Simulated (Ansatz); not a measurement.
Zn₄H₁₄S₄⁻. Total charge -1; doublet. Geometry PBE-D4/def2-SVP, that of the neutral singlet; atoms count from 1.

```xyz
22

Zn   -1.506    1.114   -2.233
S    -0.893    1.998    0.887
Zn   -2.340   -1.125    1.316
S    -1.313   -1.029   -0.959
S     0.918   -1.183    1.825
Zn    1.431    1.122    1.039
Zn    0.685   -2.469   -1.388
S     1.815    0.632   -1.370
H    -2.697    1.004   -3.246
H    -0.321    2.007   -1.624
H    -0.995    2.317    2.217
H    -0.511    3.272    0.547
H    -1.412   -0.141    2.176
H    -3.573   -2.089    1.290
H    -2.241   -1.757   -1.635
H     0.809   -0.831    3.147
H     2.228   -1.564    1.971
H     2.504    1.959    1.814
H     0.296   -3.613   -2.385
H     1.822   -1.787   -0.483
H     2.171    1.914   -1.706
H     3.122    0.248   -1.201
```

Single mean-field runs in def2-TZVP are fitted with def2-universal-jkfit. The highest occupied level of the charge -1 doublet lies above zero (up to 1.23 eV). Energy differences disagree on whether the electron is bound (positive means bound): -0.06 eV (vertical, against the charge 0 singlet, at PBE0-D4/def2-TZVP), but 0.23 eV at PBE-D4/def2-TZVP. In the doublet geometry the species has come apart into loosely held pieces.

(1) Estimate the Mulliken populations from the PBE0/def2-TZVP orbitals of Ansatz.

(2) Where does the spin sit?

(3) And the Mayer bond orders between heavy atoms (over 0.3)?

## Answers

(1) 
```
atom  charge (e)  spin (α − β)  d electrons
 Zn1        0.14          0.02        10.02
  S2       -0.21          0.03            –
 Zn3       -0.01          0.27        10.01
  S4       -0.40          0.00            –
  S5       -0.15         -0.02            –
 Zn6        0.06          0.19        10.06
 Zn7       -0.01          0.27        10.01
  S8       -0.21          0.03            –
  H9       -0.14          0.00            –
 H10       -0.22          0.01            –
 H11        0.18          0.00            –
 H12        0.11          0.09            –
 H13       -0.25         -0.02            –
 H14       -0.14         -0.01            –
 H15        0.19          0.00            –
 H16        0.16          0.02            –
 H17        0.13          0.06            –
 H18       -0.11         -0.01            –
 H19       -0.14         -0.01            –
 H20       -0.25         -0.02            –
 H21        0.09          0.12            –
 H22        0.18         -0.01            –
```
Mulliken values depend strongly on the basis.

(2) Summed by element: Zn 0.75, S 0.04, H 0.21, of 1 unpaired in all. Largest on single atoms: Zn7 0.27, Zn3 0.27, Zn6 0.19.

(3) Zn1–S4 0.48 (2.50 Å); S2–Zn6 0.48 (2.49 Å); Zn3–S4 0.45 (2.50 Å); S4–Zn7 0.45 (2.50 Å); S5–Zn6 0.49 (2.49 Å); Zn6–S8 0.49 (2.49 Å).
